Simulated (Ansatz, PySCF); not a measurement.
System: InF$_{2}$, charge 0, multiplicity 2. It need not be the lowest isomer of its formula. 
Geometry from a B3LYP-D3(BJ)/def2-TZVP (Ansatz, a program for electronic structure) optimisation:
```xyz
3

In     0.2297     0.1164     0.0940
F     -0.8133     0.9486    -1.3634
F     -0.4372    -1.5822     0.8518
```
Charge 0, spin multiplicity 2.

Quantity: atomisation energy (electronic, to ground-state atoms), in eV. Valence correlation only, unless marked. Open shells are spin-unrestricted. Spin-orbit coupling is left out. The frozen core is the preceding noble-gas configuration, with the filled d and f shells of earlier blocks. Past Kr the def2 sets carry scalar-relativistic core potentials. STO-3G rows are all-electron and non-relativistic. The coupled-cluster limit lacks core correlation, which all-electron functionals hold. CBS marks a two-point X^-3 extrapolation of the correlation energy; Hartree-Fock from the larger set.

| level | program | atomisation energy (eV) |
|---|---|---|
| PBE-D3(BJ)/def2-TZVPD | Ansatz + dftd3 | 8.63 |
| BLYP-D3(BJ)/def2-TZVPD | Ansatz + dftd3 | 8.39 |
| BHLYP/def2-TZVPD | Ansatz | 7.30 |
| r2SCAN0-D4/def2-TZVPD | Ansatz + dftd4 | 7.79 |
| MN15-D3(BJ)/def2-TZVPD | PySCF + dftd3 | 8.01 |
| B2GP-PLYP-D4/def2-TZVPD | Ansatz + dftd4 | 8.27 |
| MP2/STO-3G | Ansatz | 5.57 |
| MP2/def2-TZVPPD | Ansatz | 9.07 |
| SCS-MP2/def2-QZVPP | Ansatz | 8.77 |
| CCSD(T)/CBS(def2-TZVPP,def2-QZVPP) | Ansatz | 8.59 |
